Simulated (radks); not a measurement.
Values are calculated unless marked as measured or tabulated.
Problem. Br13+, configuration [Ar] 3d3 6d1 (not the ground configuration). Code: a radial shooting solver on a logarithmic mesh with Libxc functionals. Model: non-relativistic Kohn-Sham, TPSS, spin-polarised, spherical densities, point nucleus; open shells are filled with parallel spins first; meta-GGA in the generalised Kohn-Sham scheme. Some entries of the table are withheld. Estimate them.

orbital,occ.,eigenvalue (eV),<r^2> (bohr^2)
1s up,1,-13540.53,0.002554
1s down,1,-13540.52,0.002554
2s up,1,-2122.659,0.04378
2s down,1,-2117.845,0.04364
2p up,3,-1955.305,0.03389
2p down,3,-1951.572,0.03376
3s up,1,-607.2223,0.3030
3s down,1,-600.1425,0.3055
3p up,3,(1),0.2984
3p down,3,(2),0.3015
3d up,3,(3),(4)
3d down,0,(5),(6)
6d up,1,-83.7904,10.96

Solution. 
(1) 3p up eigenvalue (eV): -548.5894
(2) 3p down eigenvalue (eV): -541.1927
(3) 3d up eigenvalue (eV): -449.9541
(4) 3d up <r^2> (bohr^2): 0.2622
(5) 3d down eigenvalue (eV): -441.4494
(6) 3d down <r^2> (bohr^2): 0.2668
